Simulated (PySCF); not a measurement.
From computed data to an observable: dipole moment from atomic charges

Zn(F)(SH) (FHSZn), SMILES [SH][Zn][F]. Atoms are numbered in the order given.

```xyz
4

Zn    -0.0075     0.3707     0.0000
F      0.0177     2.1217     0.0000
S     -0.0750    -1.7712     0.0000
H      1.2663    -1.8780     0.0000
```
Charge 0, spin multiplicity 1.

The structure is a stationary point at TPSSh-D3(BJ)/def2-TZVP. The values are those of a single conformer.

Charges (e) from CAM-B3LYP/def2-TZVPD in PySCF:

```
atom     IAO  ESP fit
----  ------  -------
Zn1    1.382    0.796
F2    -0.804   -0.504
S3    -0.677   -0.425
H4     0.099    0.133
```

The dipole moment of the full density is 1.67 D.

Task: What dipole moment does each set of point charges give, and which comes closer to that of the density?

Result: 
μ = Σ q r, and 1 e Å = 4.8032 D.
IAO: Σ q r = (0.152, -0.180, 0.000) e Å, |μ| = 1.13 D.
ESP fit: Σ q r = (0.185, -0.271, 0.000) e Å, |μ| = 1.58 D.
ESP fit comes closer in size. Point charges leave out the atoms' own dipoles (lone pairs, polarised bonds); fits to the potential absorb them, partitions of the density don't.
